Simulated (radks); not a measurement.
Task: Successive ionisation energies (eV) of one element, from differences of total energies of ions in their ground configurations, starting at charge 0: 12.359, 21.105, 30.403, 43.369, 54.209. All-electron calculation, scalar-relativistic Kohn-Sham, PBE, spin-polarised, spherical densities, finite nucleus; open shells are filled with parallel spins first (spin-orbit coupling, left out, can overturn this in heavy ions); Fermi nuclear charge, rms radius 4.7859 fm. Program: a radial shooting solver on a logarithmic mesh with Libxc functionals. Which element is it?

Result: Xenon (Z = 54). The first species listed is Xe in [Xe], the last Xe4+ in [Kr] 4d10 5s2 5p2.
